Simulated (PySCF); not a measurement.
# Worked example: oscillator strength and radiative lifetime

C₅H₇F, SMILES F/C=C\C1CC1.

Coordinates come from a B3LYP-D3(BJ)/def2-SVP optimisation. The structure was generated by enumeration; whether it is a known compound was not checked. Other conformers were not sampled.

TDA-PBE/def2-SVPD (PySCF) puts the first singlet state with f over 0.02 at 5.91 eV (vertical), with the transition dipole (0.000, 0.000, 0.377) in atomic units.

Task: Find the oscillator strength, the wavelength and the radiative lifetime that this transition would have in vacuum if emission retraced absorption.

Result: 
|μ|² = 0.1421 au, so |μ| = 0.96 D. ΔE = 5.91/27.211 = 0.2172 hartree. f = (2/3) ΔE |μ|² = 0.021 (the program prints 0.021).
λ = 1239.84/5.91 = 210 nm; ν = 47667 cm⁻¹.
Einstein's coefficient A = 0.6670 ν² f s⁻¹ (ν in cm⁻¹) = 3.1e7 s⁻¹, so τ = 1/A = 32 ns. This state is S1. The figure is the radiative limit of this one transition; relaxation, internal conversion, crossing to triplets and a medium change what is measured.
